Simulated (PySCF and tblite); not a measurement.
Results of a calculation; reference values are marked as such.
3 E/Z isomers of C₆H₆O₂, numbered alike:

| isomer | SMILES | descriptors |
| --- | --- | --- |
| A | [O:1]=[CH:2]/[CH:3]=[CH:4]/[CH:5]=[CH:6]/[CH:7]=[O:8] | 3=4 E, 5=6 E |
| B | [O:1]=[CH:2]/[CH:3]=[CH:4]\[CH:5]=[CH:6]\[CH:7]=[O:8] | 3=4 Z, 5=6 E |
| C | [O:1]=[CH:2]/[CH:3]=[CH:4]\[CH:5]=[CH:6]/[CH:7]=[O:8] | 3=4 Z, 5=6 Z |

Each isomer is a Boltzmann average at 298.15 K over at most 5 conformers: GFN2-xTB geometries, energies B3LYP/pcSseg-1 (IEF-PCM, tetrahydrofuran) (D3(BJ) added where defined), GIAO shieldings B3LYP/pcSseg-1 (IEF-PCM, tetrahydrofuran), GFN2-xTB thermal terms. Programs: PySCF with density fitting and tblite.

(1) What shifts does each isomer give (ppm)?

(2) Which carbons tell the isomers apart best?

Shifts are unscaled: against experiment ¹³C can be off by 15 ppm or more and ¹H by 0.8 ppm. At least one structure keeps an imaginary mode at the tight-binding level.

## Answers

(1) 
A: ¹H (against TMS): 9.93 (H2/H7, 2H), 7.57 (H4/H5, 2H), 6.62 (H3/H6, 2H). ¹³C (against TMS): 201.9 (C2/C7), 160.1 (C4/C5), 148.0 (C3/C6).

B: ¹H (against TMS): 10.48 (H2, 1H), 9.96 (H7, 1H), 8.59 (H5, 1H), 7.53 (H4, 1H), 6.47 (H6, 1H), 6.37 (H3, 1H). ¹³C (against TMS): 202.7 (C7), 198.8 (C2), 155.7 (C4), 155.3 (C5), 148.4 (C6), 141.7 (C3).

C: ¹H (against TMS): 10.52 (H2/H7, 2H), 8.57 (H4/H5, 2H), 6.36 (H3/H6, 2H). ¹³C (against TMS): 197.8 (C2/C7), 149.9 (C4/C5), 142.1 (C3/C6).

(2) C5: 160.1 in A, 155.3 in B, 149.9 in C; C4: 160.1 in A, 155.7 in B, 149.9 in C; C6: 148.0 in A, 148.4 in B, 142.1 in C ppm.
